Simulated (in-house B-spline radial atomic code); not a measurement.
## Two electrons outside the [Ar] 3d10 4s2 core: Nb9+

Computed with an all-electron radial atomic-structure program (B-spline basis): configuration interaction (CI) of the two valence electrons in the field of the frozen Dirac-Fock core, alone and with many-body perturbation theory for the core (screened one- and two-electron correlation potentials), Breit and QED terms; no-pair Dirac Hamiltonian, finite nucleus. Labels give the configuration (outer n counted up each series) and the leading LS term, or the jj pair where no LS term holds 70 %.

The outer s² shell of this core is soft: its mixing with p² is only treated to second order, so levels can be several per cent off.

Command:
```bash
python run_mb.py task.json out
```
Settings (nuclear radius in fm, box in bohr, cutoff in hartree):
```
basis_form          3
Z                   41
core_configuration  [Ar] 3d10 4s2
rms_radius          4.324
mass_number         93
speed_of_light      137.036
box_radius          8.182
lmax                6
intervals           61
virtual_cutoff      3362.0
```

Time taken, with all properties: 2.8 min on 1 thread of Arm Neoverse N1 (shared host).

Excitation energies (cm⁻¹):

```csv
level,purity of the LS term,CI alone,CI + MBPT + Breit + QED,Landé g of the LS mixture
4p2 3P0,0.913,0,0,-
4p2 3P1,1.0,14454,14224,1.50
"4p2 (1/2,3/2)2",0.694 (3P),23491,22313,1.35
"4p2 (3/2,3/2)2",0.694 (1D),?,?,?
4p2 1S0,0.912,?,?,?
```

Q: Where does 4p2 (3/2,3/2)2 lie?

A: 48362 cm⁻¹ in CI alone and 45622 cm⁻¹ with all corrections; g = 1.15.

Q: Where does 4p2 1S0 lie?

A: 75171 cm⁻¹ in CI alone and 75835 cm⁻¹ with all corrections.

Q: What is the first ionisation energy?

A: 180.4 eV to the 4p1/2 state of the next ion (179.16 eV from CI alone). NIST lists 180 ± 2.2 eV (tabulated theory).
